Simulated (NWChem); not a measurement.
System: Si2H3Br, singlet; SMILES [SiH3][Si]Br

The following NWChem deck was run.

```
start job
memory heap 200 mb stack 900 mb global 1100 mb
geometry units angstroms noautosym nocenter noautoz
  Si     0.973165    -0.389355    -0.622631
  Br    -0.163039     0.978366     0.779520
  Si    -0.409865    -2.312903    -0.118310
  H      0.009939    -3.531084    -0.882556
  H     -1.835972    -2.003901    -0.458488
  H     -0.317750    -2.615757     1.346756
end
basis spherical
  * library def2-svp
end
dft
  xc pbe0
  iterations 150
end
cosmo
  do_cosmo_smd true
  solvent water
end
task dft energy
```

Low-valent species are run as closed-shell singlets; no triplet was tried in these runs. Geometry: optimised at PBE0/def2-SVP. Solvent: water.

Level: PBE0/def2-SVP with SMD (1 M gas to 1 M solution), gas-phase geometry. Reactions with the solvent are ignored.

Q: What results follow from this input? (PBE0/def2-SVP, SMD on the gas-phase geometry.) Quantities: solvation free energy (kcal/mol); cavity-dispersion-structure term (kcal/mol); dipole in solution (D).

A: 
| Property | Result |
|---|---|
| solvation free energy (kcal/mol) | -0.3 |
| cavity-dispersion-structure term (kcal/mol) | 1.3 |
| dipole in solution (D) | 1.14 |
